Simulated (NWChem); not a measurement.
AgPH$_{3}$Br; SMILES [Ag]([Br])<-[PH3]

```xyz
6

Ag    -0.0003    -0.4453     0.0001
Br     0.0009     1.9672    -0.0001
P     -0.0032    -2.8080     0.0002
H     -1.2402    -3.4936    -0.0918
H      0.5336    -3.4972     1.1162
H      0.6928    -3.4975    -1.0239
```
Atoms are numbered in this order, from 1.

Level: PBE0/def2-SVP with def2 effective core potentials on Ag (NWChem), optimised geometry, unscaled harmonic frequencies. This build's default masses of Se (78.918 u) and Br (79.917 u) are each other's, which moves their modes by up to 0.6 %. def2 effective core potentials on Ag; no spin-orbit coupling.

**Question.** List the harmonic frequencies with IR intensities, and the thermochemistry.

**Answer.** 
| frequency (cm⁻¹) | IR intensity (km/mol) |
|---|---|
| 65 | 0.1 |
| 65 | 0.1 |
| 214 | 14.8 |
| 295 | 1.7 |
| 399 | 2.0 |
| 400 | 2.0 |
| 993 | 103.8 |
| 1119 | 5.7 |
| 1119 | 5.7 |
| 2475 | 22.8 |
| 2495 | 4.8 |
| 2495 | 4.8 |

The zero-point energy is 17.3 kcal/mol and the thermal correction to the enthalpy at 298.15 K (with zero-point energy) is 21.8 kcal/mol. The heat capacity Cv comes out as 17.3 cal/(mol K) and the entropy at 298.15 K and 1 atm (symmetry number 3) is 80.0 cal/(mol K).

Rigid rotor and harmonic oscillator; modes under 100 cm⁻¹ make the entropy uncertain.
